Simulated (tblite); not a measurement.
Species: C5H4F2Si.
InChI=1S/C5H4F2Si/c6-4-2-1-3-5(7)8/h4H,8H3

Level: GFN2-xTB in tblite, geometry and Hessian alike; calculated harmonic values, unscaled, isolated species. The method is semi-empirical: single wavenumbers can be off by several per cent or more. Modes of hydrogen on silicon can be 10 to 20 % off.

Harmonic wavenumbers (cm⁻¹): 52.8, 62.0, 76.6, 127.1, 163.9, 200.9, 227.3, 335.2, 399.9, 411.9, 435.7, 451.4, 545.5, 547.7, 585.2, 702.0, 747.9, 769.1, 777.9, 884.7, 1033.0, 1105.6, 1220.4, 1501.6, 1956.3, 2158.2, 2279.0, 2286.7, 2313.8, 3045.6.

A = 4552, B = 518.4, C = 480.2 MHz; mass 130.005 u (most abundant isotopes); point group C1, symmetry number 1.

Problem. Zero-point energy?

Solution. ½Σν̃ = 13702 cm⁻¹ = 163.92 kJ/mol.

Problem. Entropy at 298.15 K, 1 bar (ideal gas, RRHO, classical rotation)?

Solution. Translation 169.56, rotation 125.64, vibration 126.72: S = 421.9 J/(mol K).

Problem. And Cp and H(298.15 K) − H(0)?

Solution. Cp = 152.03 J/(mol K), of which vibrations give 118.77 (their classical limit is 30 R = 249.4); H(298.15 K) − H(0) = 29.33 kJ/mol without the zero-point energy, 19.41 from vibrations.

Problem. Which modes carry the vibrational entropy at 298.15 K?

Solution. 52.8 cm⁻¹: 19.71; 62.0 cm⁻¹: 18.38; 76.6 cm⁻¹: 16.64; 127.1 cm⁻¹: 12.51; 163.9 cm⁻¹: 10.48; 200.9 cm⁻¹: 8.89 J/(mol K); the other 24 give 40.13 together.

Problem. What must be added to the electronic energy to get the Gibbs energy at 298.15 K and 1 bar?

Solution. ZPE + [H(298.15 K) − H(0)] − T·S = 163.92 + 29.33 − 125.80 = 67.45 kJ/mol.

Hindered rotation and anharmonicity are outside this model. The structure is chiral; the term R ln 2 for an equal mix with its mirror image is left out.
